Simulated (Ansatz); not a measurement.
Start from `FC[C]1=[CH][AlH]1` and change one atom or group to get `FC[C]1=[C]([SiH3])[AlH]1`.

Ansatz, PBE0-D4/def2-TZVP geometries, multiplicity 1. Each molecule was computed in one conformer, which needn't be the lowest.

| property | `FC[C]1=[CH][AlH]1` |
| --- | --- |
| HOMO energy (PBE/def2-TZVPP) / eV | -5.55 |
| HOMO energy (PBE0/def2-TZVPP) / eV | -6.70 |
| HOMO–LUMO gap (PBE/def2-TZVPP) / eV | 3.94 |
| HOMO–LUMO gap (ωB97M-V/def2-TZVPP) / eV | 9.60 |
| HOMO–LUMO gap (PBE0/def2-TZVPP) / eV | 5.87 |
| size of the dipole moment (PBE/def2-TZVPP) / D | 1.55 |

**Question.** Give the same properties after the change, and the shifts. (Estimate.)

**Answer.** The calculation gave: 
```
                                      property  `FC[C]1=[C]([SiH3])[AlH]1`  shift
             HOMO energy (PBE/def2-TZVPP) / eV                       -5.37   0.18
            HOMO energy (PBE0/def2-TZVPP) / eV                       -6.47   0.23
           HOMO–LUMO gap (PBE/def2-TZVPP) / eV                        3.53  -0.41
       HOMO–LUMO gap (ωB97M-V/def2-TZVPP) / eV                        9.08  -0.52
          HOMO–LUMO gap (PBE0/def2-TZVPP) / eV                        5.40  -0.47
size of the dipole moment (PBE/def2-TZVPP) / D                        2.99   1.44
```

With PBE0 the HOMO rises by 0.23 eV and the LUMO falls by 0.24 eV, so the gap narrows by about 0.47 eV. PBE moves the HOMO by 0.18 eV and ωB97M-V by 0.29 eV. Dipoles are sizes alone; their direction can turn.
